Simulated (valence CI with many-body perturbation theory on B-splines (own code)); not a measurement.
# E1 line list for Cu16+

Calculated by relativistic CI+MBPT: three valence electrons over a frozen Dirac-Fock core [Ne], a basis of 11 s, 11 p, 9 d, 7 f, 5 g, 2 h, 1 i functions for each j, with the one-electron correlation potential Σ1, the two-electron term Σ2, the three-electron term Σ3, Breit, model QED; selected CI, second order for the rest (own B-spline code, finite nucleus).

No measured levels were compared; by estimate levels of excited configurations hold to 0.05 to 0.15 % of their energy, terms of the ground configuration to about 0.5 %.

Lines 201 to 250 of 267 in falling wavelength, among levels below 1362800 cm⁻¹, chosen from the strongest by gf and those to the six lowest levels. Wavelengths and rates use the calculated energies, so an error of 400 cm⁻¹ moves a line at 17.51 nm by 0.07 % and its rate by three times that or more. Electric multipoles are in the length gauge, E1 and E2 with the static RPA response of the core. Weak lines are less certain than strong ones. Lines between different terms over intervals too small for the method are left out, as are lines whose strength nearly cancels. Where a level lies close to another of its J and parity, the split of strength between their lines is uncertain. The highest levels of a list are the least certain.

Names give the largest LS component (configuration and term), which can be under half, so a name can repeat, a term be missing and a line seem to break the LS rules; names also repeat where a configuration has a term twice. Letters in brackets count levels of one name in rising energy.

| λ vac (nm) | Upper | Lower | A (s⁻¹) | log gf | Branch % |
| --- | --- | --- | --- | --- | --- |
| 17.51 | 3s 3p 3d 4P°_3/2 | 3s 3p2 4P_3/2 | 2.42e+10 | -0.35 | 61.7 |
| 17.42 | 3s2 3d 2D_3/2 | 3s2 3p 2P°_1/2 | 4.42e+10 | -0.10 | 80.5 |
| 17.41 | 3s 3p 3d 2P°_1/2 [b] | 3s 3p2 2S_1/2 | 2.38e+10 | -0.66 | 29.1 |
| 17.20 | 3s 3p 3d 2P°_3/2 [b] | 3s 3p2 2S_1/2 | 7.13e+09 | -0.90 | 8.5 |
| 17.09 | 3s 3p 3d 2D°_3/2 [a] | 3s 3p2 4P_3/2 | 6.40e+07 | -2.95 | 0.1 |
| 17.08 | 3s 3p 3d 4P°_1/2 | 3s 3p2 4P_1/2 | 9.85e+06 | -4.07 | 0.0 |
| 17.07 | 3s 3p 3d 4P°_3/2 | 3s 3p2 4P_1/2 | 2.14e+06 | -4.43 | 0.0 |
| 17.05 | 3s 3p 3d 2D°_5/2 [a] | 3s 3p2 4P_3/2 | 5.93e+08 | -1.81 | 1.4 |
| 16.77 | 3s 3p 3d 2F°_5/2 [a] | 3s 3p2 4P_5/2 | 1.27e+08 | -2.49 | 0.6 |
| 16.67 | 3s 3p 3d 2D°_3/2 [a] | 3s 3p2 4P_1/2 | 1.12e+09 | -1.73 | 2.5 |
| 16.52 | 3s 3p 3d 2P°_3/2 [a] | 3s 3p2 2D_3/2 | 1.09e+08 | -2.75 | 0.2 |
| 16.42 | 3p2 3d 2F_5/2 [b] | 3p3 4S°_3/2 | 5.27e+09 | -0.89 | 7.0 |
| 16.33 | 3s 3p 3d 2F°_5/2 [a] | 3s 3p2 4P_3/2 | 2.54e+08 | -2.22 | 1.1 |
| 16.22 | 3s 3p 3d 2F°_7/2 [b] | 3s 3p2 2D_5/2 | 3.23e+10 | 0.01 | 51.5 |
| 16.11 | 3s 3p 3d 2P°_1/2 [a] | 3s 3p2 2D_3/2 | 4.40e+08 | -2.47 | 0.8 |
| 16.08 | 3s 3p 3d 2F°_7/2 [a] | 3s 3p2 4P_5/2 | 1.27e+09 | -1.40 | 5.3 |
| 15.96 | 3s 3p 3d 2F°_5/2 [b] | 3s 3p2 2D_3/2 | 3.25e+10 | -0.13 | 48.6 |
| 15.94 | 3p2 3d 2F_5/2 [b] | 3p3 2D°_3/2 | 3.50e+10 | -0.10 | 46.2 |
| 15.88 | 3p2 3d 2F_7/2 [b] | 3p3 2D°_5/2 | 4.15e+10 | 0.10 | 51.9 |
| 15.45 | 3s 3p 3d 2P°_1/2 [b] | 3s 3p2 2D_3/2 | 2.32e+07 | -3.78 | 0.0 |
| 15.39 | 3s 3p 3d 2D°_3/2 [b] | 3s 3p2 2D_3/2 | 1.81e+08 | -2.59 | 0.2 |
| 15.29 | 3s 3p 3d 2D°_5/2 [b] | 3s 3p2 2D_3/2 | 1.35e+06 | -4.55 | 0.0 |
| 15.29 | 3s 3p 3d 2P°_3/2 [b] | 3s 3p2 2D_3/2 | 6.35e+08 | -2.05 | 0.8 |
| 14.93 | 3s 3p 3d 2P°_3/2 [a] | 3s 3p2 4P_5/2 | 1.26e+07 | -3.78 | 0.0 |
| 14.58 | 3s 3p 3d 2P°_3/2 [a] | 3s 3p2 4P_3/2 | 1.91e+07 | -3.61 | 0.0 |
| 14.56 | 3s 3p 3d 2F°_7/2 [b] | 3s 3p2 4P_5/2 | 9.24e+08 | -1.63 | 1.5 |
| 14.47 | 3s 3p 3d 2F°_5/2 [b] | 3s 3p2 4P_5/2 | 2.43e+07 | -3.34 | 0.0 |
| 14.28 | 3s 3p 3d 2P°_3/2 [a] | 3s 3p2 4P_1/2 | 7.51e+08 | -2.04 | 1.1 |
| 14.26 | 3s 3p 3d 2P°_1/2 [a] | 3s 3p2 4P_3/2 | 3.41e+07 | -3.68 | 0.1 |
| 14.14 | 3s 3p 3d 2F°_5/2 [b] | 3s 3p2 4P_3/2 | 5.32e+07 | -3.02 | 0.1 |
| 13.97 | 3s 3p 3d 2P°_1/2 [a] | 3s 3p2 4P_1/2 | 3.12e+08 | -2.74 | 0.6 |
| 13.91 | 3s 3p 3d 2D°_5/2 [b] | 3s 3p2 4P_5/2 | 1.13e+08 | -2.71 | 0.1 |
| 13.91 | 3s 3p 3d 2P°_3/2 [b] | 3s 3p2 4P_5/2 | 4.98e+07 | -3.24 | 0.1 |
| 13.74 | 3s 3p 3d 2P°_1/2 [b] | 3s 3p2 4P_3/2 | 1.87e+06 | -4.98 | 0.0 |
| 13.70 | 3s 3p 3d 2D°_3/2 [b] | 3s 3p2 4P_3/2 | 6.67e+07 | -3.12 | 0.1 |
| 13.61 | 3s 3p 3d 2D°_5/2 [b] | 3s 3p2 4P_3/2 | 7.56e+07 | -2.90 | 0.1 |
| 13.61 | 3s 3p 3d 2P°_3/2 [b] | 3s 3p2 4P_3/2 | 4.19e+06 | -4.33 | 0.0 |
| 13.47 | 3s 3p 3d 2P°_1/2 [b] | 3s 3p2 4P_1/2 | 2.32e+06 | -4.90 | 0.0 |
| 13.43 | 3s 3p 3d 2D°_3/2 [b] | 3s 3p2 4P_1/2 | 8.06e+06 | -4.06 | 0.0 |
| 13.34 | 3s 3p 3d 2P°_3/2 [b] | 3s 3p2 4P_1/2 | 2.57e+06 | -4.56 | 0.0 |
| 8.769 | 3p2 3d 4F_3/2 | 3s2 3p 2P°_3/2 | 1.27e+06 | -5.23 | 0.0 |
| 8.701 | 3p2 3d 4F_5/2 | 3s2 3p 2P°_3/2 | 6.98e+05 | -5.32 | 0.0 |
| 8.581 | 3p2 3d 2P_3/2 [a] | 3s2 3p 2P°_3/2 | 1.42e+07 | -4.20 | 0.0 |
| 8.538 | 3p2 3d 4D_1/2 | 3s2 3p 2P°_3/2 | 1.59e+06 | -5.46 | 0.0 |
| 8.521 | 3p2 3d 4F_3/2 | 3s2 3p 2P°_1/2 | 5.25e+05 | -5.64 | 0.0 |
| 8.451 | 3p2 3d 4D_3/2 | 3s2 3p 2P°_3/2 | 7.16e+06 | -4.51 | 0.0 |
| 8.445 | 3p2 3d 4D_5/2 | 3s2 3p 2P°_3/2 | 3.52e+05 | -5.65 | 0.0 |
| 8.343 | 3p2 3d 2P_3/2 [a] | 3s2 3p 2P°_1/2 | 2.78e+06 | -4.94 | 0.0 |
| 8.337 | 3p2 3d 2P_1/2 [a] | 3s2 3p 2P°_3/2 | 5.24e+06 | -4.96 | 0.0 |
| 8.302 | 3p2 3d 4D_1/2 | 3s2 3p 2P°_1/2 | 4.61e+06 | -5.02 | 0.0 |

(1) How does gf follow from A for the line at 17.07 nm?

Results:

(1) gf = 1.4992 × (2J+1)_upper × A / σ², with σ = 585850 cm⁻¹ and 2J+1 = 4: gf = 3.74e-05.
